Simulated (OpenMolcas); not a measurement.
**V2+: effect of the level shift or regulariser**

- Program: OpenMolcas
- Basis: ANO-RCC-VTZP [6s5p3d2f1g]
- Scalar Hamiltonian: DKH2, point nucleus
- Active space: 3 electrons in 5 orbitals (3d)
- State averaging: 2S+1 = 4 even, 10 roots; 2S+1 = 2 even, 40 roots
- Spin-orbit coupling: state interaction with AMFI integrals over the reference wave functions, term energies averaged over their components

Methods on the same reference wave functions:
A. CASSCF
B. MS-CASPT2, IPEA 0.25 Eh, imaginary shift 0.1 Eh (closed shells correlated: 3s 3p)
C. MS-CASPT2, IPEA 0.25 Eh, real shift 0.2 Eh (closed shells correlated: 3s 3p)
D. MS-CASPT2, IPEA 0.25 Eh, sigma2 regulariser 0.3 Eh (closed shells correlated: 3s 3p)

Energies in cm⁻¹ above 3d³ ⁴F_3/2, the measured ground level; measured values from Sugar and Corliss, J. Phys. Chem. Ref. Data 7, 1191 (1978).

```
        Level      A      B      C      D  Measured
   3d³ ⁴F_3/2    0.0    0.0    0.0    0.0       0.0
   3d³ ⁴F_5/2    153    154    154    154       146
   3d³ ⁴F_7/2    365    366    366    366       342
   3d³ ⁴F_9/2    631    632    632    632       584
   3d³ ⁴P_1/2  14866  12080  12080  12080     11514
   3d³ ⁴P_3/2  14940  12140  12150  12140     11592
   3d³ ²G_7/2  15007  11840  11890  11850     11966
   3d³ ⁴P_5/2  15112  12320  12320  12320     11770
   3d³ ²G_9/2  15232  12070  12110  12080     12187
   3d³ ²P_1/2  19826  15530  15690  15610     15580
   3d³ ²H_9/2  19845  17120  17120  17120     16811
   3d³ ²P_3/2  19932  15570  15710  15640     15550
  3d³ ²H_11/2  20021  17300  17300  17300     16978
3d³ ²D_3/2(1)  21536  16510  16590  16550     16330
3d³ ²D_5/2(1)  21717  16630  16690  16660     16375
   3d³ ²F_7/2  34273  28360  28390  28380     27728
   3d³ ²F_5/2  34371  28450  28490  28480     27847
3d³ ²D_5/2(2)  53498  44170  44240  44180     42267
3d³ ²D_3/2(2)  53615  44290  44360  44300     42371
```

Deviations, from unrounded energies. A percentage is the sum of absolute deviations over the sum of measured energies, with the sign that they share, or ± where signs differ.

```
                        Against measurement  Levels      A     B     C     D
             mean absolute deviation (cm-1)      18   4300   450   480   460
      fine structure of the ground term (%)       3   +7.3  +7.6  +7.6  +7.6
other terms of the ground configuration (%)      15  +25.9  ±2.7  ±2.9  ±2.8
```

B, C, D lie about equally close to measurement and A furthest from it. The largest miss of B in the table is 3d³ ²D_3/2(2), by +1900 cm-1. The ranking rests on the paired levels alone, and a cruder setting can come out closer through cancelling errors.

Among B to D the level of the table that moves most is 3d³ ²P_1/2, by 160 cm-1 (lowest in B, highest in C). Moves below CASPT2's spread within the term are not significant.

The mean deviations of B to D differ by less than CASPT2's widest spread within a term (990 cm-1), so their order carries little weight.

From A to B the spin-free energies of the other terms of 3d³ shown, above ⁴F, scale by factors of 0.76 to 0.86, as is usual when dynamic correlation screens the repulsion within a d or f shell.

The lowest spin-free term lies below A's lowest term by 0.332 hartree in B, 0.332 hartree in C, 0.332 hartree in D.

CASPT2 does not keep the components of a term degenerate, so their means are used; among the terms shown or strongly mixed into the levels shown the widest spread is 990 cm-1 (3d³ ⁴F, B). Without dynamic correlation excited terms often stand tens of per cent too high (terms of higher spin than the ground term too low), and those without a measured partner can miss by more than the paired ones (holds for A). Some levels mix across a computed gap that differs much from the measured one, so their mixing is not that of the real levels (holds for A). The CASPT2 spread within a term exceeds the gap to the next term for 3d³ ²G and 3d³ ⁴P, so the order of their levels is uncertain (holds for B; C; D). Computed and measured levels are paired by configuration, term and J; levels that our copy of the source lacks, or whose pairing is in doubt (as where it misses far off the trend of its configuration), stay unpaired and out of the deviations. Levels of configurations outside the active space are missing.

A number in round brackets counts repeated terms of one configuration in the order of the reference energies.
